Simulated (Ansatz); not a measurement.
# How methods differ on C3H9In (trimethylindium (TMIn))

C3H9In has 13 atoms, charge 0, and is taken as a singlet. SMILES: `[CH3][In]([CH3])[CH3]`. Geometry: relaxed at PBE0-D4/def2-TZVP.

Quantity: the HOMO–LUMO gap, in eV. The values are calculated.

```csv
level,kind,program,value (eV)
HF/def2-SVP (core potential),Hartree–Fock,Ansatz,11.41
SVWN5/def2-SVP (core potential),LDA,Ansatz,4.20
revPBE/def2-SVP (core potential),GGA,Ansatz,4.33
B3LYP/def2-SVP (core potential),global hybrid,Ansatz,5.65
BHLYP/def2-SVP (core potential),global hybrid,Ansatz,7.86
CAM-B3LYP/def2-SVP (core potential),range-separated hybrid,Ansatz,8.29
wB97X/def2-SVP (core potential),range-separated hybrid,Ansatz,10.28
B2PLYP/def2-SVP (core potential),double hybrid,Ansatz,8.05
```

The values span 4.20 to 11.41 eV. Orbital gaps aren't excitation energies, and those of double hybrids come from the SCF part alone; they tend to grow with the share of exact exchange.
